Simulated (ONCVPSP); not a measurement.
Cutoff test, Ti, ONCV

- Element: titanium
- Generator: ONCVPSP 4.0.1
- Type: optimised norm-conserving Vanderbilt (ONCV)
- Functional: PBE
- Relativity: fully relativistic
- Frozen core: [Ne]
- Valence charge: 12
- Reference configuration: 3s2 3p6 3d3 4s1
- Partial waves: 3s+4s: rc 1.85 bohr, ncon 4, nbas 7, qcut 8.6 1/bohr, 2 projectors; 3p: rc 1.40 bohr, ncon 3, nbas 7, qcut 11.3 1/bohr, 2 projectors, debl 2.3 Ha; 3d: rc 2.25 bohr, ncon 4, nbas 9, qcut 7 1/bohr, 2 projectors, debl 1.1 Ha
- Local potential: polynomial inside 1.00 bohr (lpopt 5, dvloc0 -1 Ha)
- Core correction: Teter function, fcfact 2, rcfact 1.75

Open shells are filled in proportion to 2j + 1.

Problem. For each optimised wave give the share of its norm inside rc, the residual kinetic energy above qcut (Ha) and the cutoffs (Ha) for errors of 10, 1, 0.1 and 0.01 mHa per electron.

Solution.

```
               wave  norm inside rc  residual KE  10 mHa  1 mHa  0.1 mHa  0.01 mHa
                 3s           0.969      1.4e-08    11.6   18.9     24.0      28.2
                 4s           0.055      4.1e-09     4.1   14.7     21.4      26.3
           3p j=3/2           0.780      1.9e-08    14.4   19.7     38.7      47.5
p projector 2 j=3/2           0.050      4.5e-09    12.1   16.8     31.2      43.6
           3p j=1/2           0.786      1.9e-08    14.7   19.7     38.3      47.3
p projector 2 j=1/2           0.050      4.4e-09    12.3   17.1     29.6      43.3
           3d j=5/2           0.700      8.2e-06    14.9   18.2     20.8      24.2
d projector 2 j=5/2           0.141      1.5e-05    15.7   19.4     22.3      27.2
           3d j=3/2           0.703      8.0e-06    15.0   18.3     20.8      24.1
d projector 2 j=3/2           0.141      1.5e-05    15.7   19.5     22.3      27.3
```

The occupied waves need 20 Ha and 39 Ha for 1 and 0.1 mHa. 2 of 4 tests not solved or not reliable.
